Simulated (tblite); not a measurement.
Species: C5H11AsBN.
Geometry (GFN2-xTB, Å), atoms numbered from 1 in this order:
```xyz
19
C5H11AsBN angstrom
C     -1.0190   -1.1373   -1.2542
C     -1.3809   -0.0415   -0.5992
C     -2.8141    0.4095   -0.6219
B     -0.4047    0.8763    0.2847
As    -0.7643    0.4728    2.3336
N      0.9761    0.5078    0.0988
C      2.0560    0.1154   -0.0328
C      3.4013   -0.3650   -0.1158
H      0.0019   -1.4902   -1.2676
H     -1.7215   -1.7332   -1.8199
H     -2.8888    1.3911   -1.0893
H     -3.4479   -0.2883   -1.1672
H     -3.1887    0.5040    0.4007
H     -0.5210    2.0467    0.0942
H     -0.0895   -0.8819    2.3420
H      0.5384    1.0805    2.8205
H      4.0917    0.4733   -0.0217
H      3.5984   -1.0794    0.6857
H      3.5669   -0.8513   -1.0780
```

Computed with GFN2-xTB (tblite): harmonic, unscaled wavenumbers at the GFN2-xTB geometry, gas phase. The method is semi-empirical: single wavenumbers can be off by several per cent or more. Modes of hydrogen on arsenic and boron can be 10 to 20 % off. One conformer, not necessarily the lowest. The optimisation stopped once no atom felt more than 0.01 eV/Å.

Lowest wavenumbers of the output (negative numbers stand for imaginary wavenumbers):
```
mode    cm-1
  1     -38.7
  2      33.9
  3      56.4
  4      80.7
  5     107.9
  6     141.3
  7     151.8
  8     211.3
  9     248.4
 10     296.5
```

Is this structure a minimum?

Not by this Hessian. 1 mode is imaginary beyond 20i (39i cm⁻¹), so at this level the point lies at or near a first-order saddle. The curvature is small, so loose convergence or finite differences may be the whole cause.

Which atoms move in the imaginary mode?

39i: H18 (methyl hydrogen) 33 %, H17 (methyl hydrogen) 33 %, H19 (methyl hydrogen) 33 %. These are shares of the mass-weighted motion.

What is the remedy?

Step along that mode in both directions, optimise again with tighter thresholds and repeat the frequencies. The zero-point energy of this point (89.0 kcal/mol) counts the 50 real modes alone, and thermal corrections from it aren't those of a minimum.
